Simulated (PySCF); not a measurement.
isocyanic acid (CHNO), SMILES N=C=O.

Geometry: ωB97X-D3(BJ)/def2-TZVP.

These are PBE/def2-TZVPD run with PySCF values and carry that method's errors.

Gas-phase values at a fixed geometry.

```yaml
total_energy: -168.57757 hartree
point_group: Cs
highest_occupied_level: -7.43 eV
lowest_empty_level: -1.01 eV
orbital_gap: 6.42 eV
dipole_moment: 1.99 D
quadrupole, principal values (traceless, Buckingham form, about the centre of nuclear charge): -3.73, -0.52, 4.25 D·Å
mean_static_polarisability: 23.3 bohr³ (3.46 Å³)
polarisability_principal_values: 16.9, 17.5, 35.6 bohr³
```
